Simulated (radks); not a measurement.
Values are calculated unless marked as measured or tabulated.
How relativity changes the ionisation of the europium ion Eu41+ ([Ar] 3d4) to Eu42+ ([Ar] 3d3). Spin-unpolarised spherical Kohn-Sham, PBE, point nucleus unless stated (finite: rms radius 5.1115 fm), a radial shooting solver on a logarithmic mesh with Libxc functionals. A level marked "c x" has the speed of light scaled by that factor and shares open shells by 2j + 1; other Dirac levels either fill j = l - 1/2 first or share by 2j + 1.

\begin{tabular}{lrrrrr}
level & E(Eu41+) (hartree) & E(Eu42+) (hartree) & IE (eV) & HOMO & <r> HOMO (bohr) \\ \hline
non-rel. & -9112.8643 & -8997.2511 & 3146.0 & 3d & 0.2080 \\
scalar-rel. & -9522.1974 & -9406.4495 & 3149.7 & 3d & 0.2066 \\
scalar-rel., finite nucleus & -9521.4332 & -9405.6849 & 3149.7 & 3d & 0.2066 \\
Dirac, 2j+1 shares & -9530.0871 & -9414.3521 & 3149.3 & 3d5/2 & 0.2079 \\
Dirac, low j first & -9533.2102 & -9416.7489 & 3169.1 & 3d3/2 & 0.2046 \\
Dirac, 2j+1 shares, finite nucleus & -9529.3186 & -9413.5831 & 3149.3 & 3d5/2 & 0.2079 \\
Dirac, c x 0.75 & -9933.0892 & -9817.3142 & 3150.4 & 3d5/2 & 0.2079 \\
Dirac, c x 1.25 & -9369.0832 & -9253.3843 & 3148.3 & 3d5/2 & 0.2079 \\
Dirac, c x 2 & -9208.8571 & -9093.2075 & 3147.0 & 3d5/2 & 0.2080 \\
\end{tabular}

NIST Atomic Spectra Database: 3168 eV (theoretical). The relativistic part of the total energy of Eu41+ is -416.5 hartree (Dirac, 2j+1 shares, finite nucleus), 4.6 % of the non-relativistic value. Spin polarisation and multiplet splitting of open shells are left out at every level.

Beside tabulated values, note that relativity, absent from the non-relativistic runs, is large for the heavy elements, and spin-unpolarised runs miss the spin-polarisation part of the exchange energy of open shells.
